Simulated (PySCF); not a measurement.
CHBrClF, SMILES Cl[C@H](Br)F.

The structure is a stationary point at B3LYP-D3(BJ)/def2-SVP.

Computed with TDA-PBE/def2-SVPD run with PySCF.

Vertical excitations. The molecule is in vacuum.

Computed UV-visible absorptions:
```json
[
 {"state": "S1", "energy (eV)": "5.43", "λ (nm)": "228", "f": "0.013", "main pairs": "HOMO→LUMO 94 %"},
 {"state": "S2", "energy (eV)": "5.55", "λ (nm)": "223", "f": "0.001", "main pairs": "HOMO−1→LUMO 95 %"},
 {"state": "S3", "energy (eV)": "6.04", "λ (nm)": "205", "f": "0.027", "main pairs": "HOMO−2→LUMO 87 %"},
 {"state": "S4", "energy (eV)": "6.36", "λ (nm)": "195", "f": "0.003", "main pairs": "HOMO−3→LUMO 69 %, HOMO→LUMO+1 28 %"},
 {"state": "S5", "energy (eV)": "6.68", "λ (nm)": "186", "f": "0.030", "main pairs": "HOMO→LUMO+1 64 %, HOMO−3→LUMO 18 %"},
 {"state": "S6", "energy (eV)": "6.72", "λ (nm)": "185", "f": "0.002", "main pairs": "HOMO−1→LUMO+1 90 %"},
 {"state": "S7", "energy (eV)": "7.33", "λ (nm)": "169", "f": "0.041", "main pairs": "HOMO→LUMO+2 99 %"},
 {"state": "S8", "energy (eV)": "7.41", "λ (nm)": "167", "f": "0.006", "main pairs": "HOMO−2→LUMO+1 87 %"},
 {"state": "S9", "energy (eV)": "7.52", "λ (nm)": "165", "f": "0.032", "main pairs": "HOMO−1→LUMO+2 98 %"},
 {"state": "S10", "energy (eV)": "7.89", "λ (nm)": "157", "f": "0.005", "main pairs": "HOMO−3→LUMO+1 70 %, HOMO−5→LUMO 21 %"},
 {"state": "T1", "energy (eV)": "4.76", "λ (nm)": "260", "f": "0", "main pairs": "HOMO→LUMO 99 %"},
 {"state": "T2", "energy (eV)": "4.93", "λ (nm)": "251", "f": "0", "main pairs": "HOMO−1→LUMO 99 %"},
 {"state": "T3", "energy (eV)": "5.53", "λ (nm)": "224", "f": "0", "main pairs": "HOMO−2→LUMO 97 %"},
 {"state": "T4", "energy (eV)": "6.04", "λ (nm)": "205", "f": "0", "main pairs": "HOMO−3→LUMO 89 %"}
]
```
Triplets are in the Tamm–Dancoff approximation.
